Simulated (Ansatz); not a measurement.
Consider the ligand exchange at a B–Cl bond: `[SiH3]B(Cl)Cl` + CH₃OH → `COB([SiH3])Cl` + HCl.

Isolated molecules relaxed with PBE0-D4/def2-TZVP in Ansatz; ΔE leaves out vibrations. CBS: MP2 limit from def2 TZ/QZ plus the TZ coupled-cluster correction, frozen cores. This one scheme is used for every species. DFT in def2-TZVPP. B3LYP here is the variant with VWN-RPA as its local correlation; programs differ in this. Each species was taken in one conformer, which may not be the lowest.

`[SiH3]B(Cl)Cl`:

Cartesian coordinates in Å:
```
Si 0.244 0.363 -0.792
B -0.332 -0.462 0.959
Cl 0.650 -0.226 2.383
Cl -1.787 -1.410 1.103
H 0.339 1.838 -0.619
H 1.594 -0.156 -1.145
H -0.708 0.053 -1.889
```

CH₃OH:

```xyz
6

C     0.125   -0.322   -0.088
O    -0.594    0.879   -0.249
H    -0.032   -0.911   -0.992
H    -0.229   -0.910    0.767
H     1.203   -0.152    0.025
H    -0.473    1.415    0.538
```

`COB([SiH3])Cl`:

Cartesian coordinates in Å:
```
C -0.814 1.201 -1.587
O 0.084 0.592 -0.673
B -0.223 -0.287 0.284
Si 1.218 -1.039 1.489
Cl -1.899 -0.833 0.543
H -0.789 2.279 -1.423
H -1.831 0.831 -1.461
H -0.464 0.987 -2.598
H 0.897 -0.722 2.908
H 1.259 -2.521 1.352
H 2.562 -0.489 1.166
```

HCl:

```xyz
2

Cl    0.160   -0.337    0.519
H    -0.160    0.337   -0.519
```

**Question.** Is it downhill or uphill in electronic energy at CCSD(T)/CBS, and by how much? (Best estimate.)

**Answer.** Computed: Downhill: ΔE = -59.5 kJ/mol.

**Question.** What do these levels give: PBE-D4, PBE0-D4, ωB97M-V, r2SCAN, PBE0, B3LYP, HF/def2-TZVPP, MP2/def2-TZVPP, CCSD/def2-TZVPP, CCSD(T)/def2-TZVPP, HF/def2-QZVPP, SCS-MP2/def2-QZVPP? (An estimate is asked.)

**Answer.** Computed: PBE-D4 -55.1, PBE0-D4 -55.7, ωB97M-V -60.1, r2SCAN -57.8, PBE0 -54.2, B3LYP -60.4, HF/def2-TZVPP -61.7, MP2/def2-TZVPP -58.6, CCSD/def2-TZVPP -62.3, CCSD(T)/def2-TZVPP -62.0, HF/def2-QZVPP -62.5, SCS-MP2/def2-QZVPP -58.8 kJ/mol.

Largest T1 diagnostic among the species: 0.013.
